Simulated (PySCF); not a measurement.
**Dipole response of Co²⁺ (cobalt, charge +2)**

[Ar] 3d7, high-spin 4F determinant. All numbers are calculated (PySCF 2.14, the non-relativistic Hamiltonian (point nucleus), in aug-cc-pVQZ (9s8p6d4f3g2h, 140 functions)). Coupled (time-dependent) response in atomic units; α is the mean over directions.

```tsv
method	mean α (bohr³)	C₆ (like pair)	S(−4)
r2SCANh	3.431	9.859	6.008
```

S(−4) is the Cauchy moment in α(ω) = α(0) + S(−4) ω² + …

α(iu) at r2SCANh:

```tsv
u (hartree)	α(iu) (bohr³)
0	3.431
0.0500	3.416
0.100	3.373
0.200	3.217
0.300	3.007
0.500	2.564
0.750	2.107
1.00	1.767
1.50	1.307
2.00	1.012
3.00	0.6589
5.00	0.3435
```

A single London oscillator, α(iu) = α/(1 + u²/ω²), gives C₆ = (3/4) ω α². Matching the computed C₆ needs ω = 4 × 9.859 / (3 × 3.431²) = 1.12 hartree.

For an ion, C₆ is the dispersion term alone; charge-induced terms of lower order in 1/R come first.
